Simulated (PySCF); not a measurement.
A PySCF script (with the pyscf-properties extension) for the NMR shieldings of `FCC([C@@H](/C=N/[H])N[SiH3])(F)F`, C₄H₉F₃N₂Si, on a GFN2-xTB geometry:

```python
import basis_set_exchange as bse
import numpy as np
from pyscf import gto, dft
from pyscf.prop import nmr

atoms = """
N     0.175743    2.495749    0.020060
C     0.309835    1.671123    0.953944
C    -0.210493    0.267437    0.779712
N    -1.168861    0.179859   -0.269623
Si   -2.163294   -1.187168   -0.597391
C     1.019899   -0.656634    0.539297
F     1.965601   -0.411891    1.489327
F     0.651725   -1.949471    0.738100
C     1.605864   -0.480848   -0.859682
F     2.702034   -1.271060   -1.040600
H     0.550222    3.425281    0.188770
H     0.806651    1.860278    1.911223
H    -0.652168   -0.078103    1.724717
H    -1.054574    0.934771   -0.929097
H    -3.109640   -0.668733   -1.579712
H    -1.430592   -2.334206   -1.147931
H    -2.779422   -1.574206    0.670765
H     0.856515   -0.772411   -1.600432
H     1.915151    0.559484   -0.998908
"""
names = dict.fromkeys(["N", "C", "Si", "F", "H"], "pcSseg-1")
basis = {el: gto.basis.parse(bse.get_basis(n, elements=[el], fmt="nwchem")) for el, n in names.items()}
mol = gto.M(atom=atoms, basis=basis, charge=0, verbose=0)
mf = dft.RKS(mol, xc="PBE0")
mf.grids.level = 2
mf.grids.alignment = dft.numint.BLKSIZE   # the property module wants whole blocks of grid points
mf.conv_tol = 1e-9
mf.kernel()

calc = nmr.RKS(mf)   # GIAO
C = mf.mo_coeff
Co = C[:, mf.mo_occ > 0]
resp = mf.gen_response(singlet=True, hermi=2)
def vind(x):   # induced exchange potential for any number of trial vectors
    d = np.einsum("pi,xij,qj->xpq", C, 2 * x.reshape(-1, C.shape[1], Co.shape[1]), Co, optimize=True)
    return np.einsum("xpq,pi,qj->xij", resp(d - d.transpose(0, 2, 1)), C, Co, optimize=True).ravel()
mo1, _ = nmr.rhf.solve_mo1(calc, with_cphf=vind)
sigma = calc.kernel(mo1)
for i, s in enumerate(sigma):   # ppm
    print("%2d %-2s %9.2f" % (i, mol.atom_pure_symbol(i), np.trace(s) / 3))
```

Task: What are the results?

Result: 
```
 0 N     -82.69
 1 C       9.53
 2 C     119.69
 3 N     256.60
 4 Si    406.54
 5 C      58.49
 6 F     306.72
 7 F     295.79
 8 C     102.94
 9 F     458.22
10 H      20.48
11 H      22.93
12 H      27.66
13 H      29.60
14 H      27.07
15 H      26.75
16 H      27.08
17 H      26.48
18 H      26.88
```

These numbers come from an equivalent density-fitted implementation of the same equations, which agrees with the script to about 0.01 ppm for H and up to a few tenths of a ppm for heavy atoms, so last digits may differ.

Task: Turn these shieldings into chemical shifts. Referencing at the same level of theory: ¹⁵N (σ = 267.73 ppm) vs NH3; ¹³C (σ = 186.93 ppm) and ²⁹Si (σ = 349.16 ppm) and ¹H (σ = 31.72 ppm) against TMS; ¹⁹F (σ = 170.95 ppm) vs CFCl3.

Result: Averaging equivalent atoms: N 0: 350.4; N 3: 11.1; C 1: 177.4; C 5: 128.4; C 8: 84.0; C 2: 67.2; Si 4: -57.4; F 7: -124.8; F 6: -135.8; F 9: -287.3; H 10: 11.24; H 11: 8.79; H 17: 5.24; H 18: 4.84; H 14/15/16: 4.75; H 12: 4.06; H 13: 2.12 ppm. Unscaled 19F shifts against computed CFCl3 carry errors that often reach 10 to 50 ppm. Experimental scales use liquid or dissolved standards, which lie at an offset from isolated NH3 (liquid NH3: subtract about 20 ppm). Unscaled 15N shifts of sp2 nitrogen come out 20 to 40 ppm too high even then.

Size and cost of the density-fitted run: 222 basis functions, 45 s wall time on 1 thread of an Intel Xeon, shared host; peak memory 1.1 GiB.
